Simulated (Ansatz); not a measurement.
A structure relaxed at PBE0-D4/def2-SVP in Ansatz, charge 0, singlet:

```
atom   x (Å)   y (Å)   z (Å)
 Ge1  -0.422   2.259   2.250
 Ge2   1.181  -2.895  -0.755
 Ge3   0.309   1.547   0.044
 Ge4  -0.631  -1.277  -0.679
 Ge5   1.849  -0.327  -0.525
 Ge6  -1.457  -0.001   1.295
  H7  -0.432   1.966  -1.259
  H8  -2.972   0.183   1.113
  H9   2.635   0.098  -1.774
 H10  -1.202  -0.599  -1.958
 H11   1.015  -2.696  -2.332
 H12  -1.489   3.092   1.400
 H13  -1.101  -0.967   2.436
 H14   2.717  -0.383   0.743
```

Problem. Give its formula and point group.

Solution. Ge₆H₈. Point group C2 (tolerance 0.1 Å).

Problem. Summarise the bond lengths by kind (pairs closer than 1.2 times the sum of covalent radii, bridged metal pairs left out).

Solution. 8 × Ge–Ge 2.43 to 2.66 Å; 8 × Ge–H 1.54 to 1.60 Å.

Another isomer (singlet) lies 0.63 eV lower at PBE0-D4/def2-TZVP; other spin states weren't run for this one.
